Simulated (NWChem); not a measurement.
## Basis-set convergence for bromine (Br2)

SMILES: BrBr
```xyz
2

Br     0.0000     0.0000     1.1492
Br     0.0000     0.0000    -1.1492
```
Charge 0, spin multiplicity 1.

All runs are NWChem calculations. The geometry was optimised at PBE0/def2-SVP, a minimum by its harmonic frequencies.

Quantity: first vertical ionisation energy at the level G0W0@PBE0.

The Hamiltonian is non-relativistic. GW and range-separated runs recompute their integrals, the others keep them in memory, which bears on the times.

Costs are rough ratios of processor time within this set of runs, SCF included, with def2-SVP as 1.

**Question.** In def2-TZVPD the value is 10.16 eV. Among def2-SVP, def2-SVPD, def2-TZVP, which is the smallest basis within 0.1 eV of it?

**Answer.** def2-TZVP, with 96 functions against 114. def2-TZVPD isn't the basis-set limit itself, and a small set can land close by cancellation.

```
basis       functions  first vertical ionisation energy (eV)  relative cost
----------  ---------  -------------------------------------  -------------
def2-SVP           64                                   9.87              1
def2-SVPD          82                                   9.88        under 3
def2-TZVP          96                                  10.17              3
def2-TZVPD        114                                  10.16              5
```
